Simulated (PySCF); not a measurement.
Correlation energy of Hg²⁺ (mercury, charge +2)

[Xe] 4f14 5d10, closed-shell 1S. Computed with PySCF 2.14 in cc-pVDZ-PP with ECP60MDF (4s4p3d1f, 38 functions), with a scalar-relativistic core potential. Frozen: 5s2 5p6; 10 electrons correlated.

Total MP2 correlation energy: -248.84 mhartree.

Same-spin part -89.40 and opposite-spin part -159.45 mhartree; SCS-MP2 scales them by 1/3 and 6/5 to -221.13 mhartree.

| level | correlation energy (mhartree) |
| --- | --- |
| CCSD | -239.64 |
| (T) | -1.92 |
| CCSD(T) | -241.56 |

Diagnostics: T1 = 0.0018, D1 = 0.0026, largest double amplitude 0.024.

Cost of the coupled-cluster step: 0.4 s of wall time on 1 thread of Neoverse-N1 (shared host), for 10 correlated electrons.
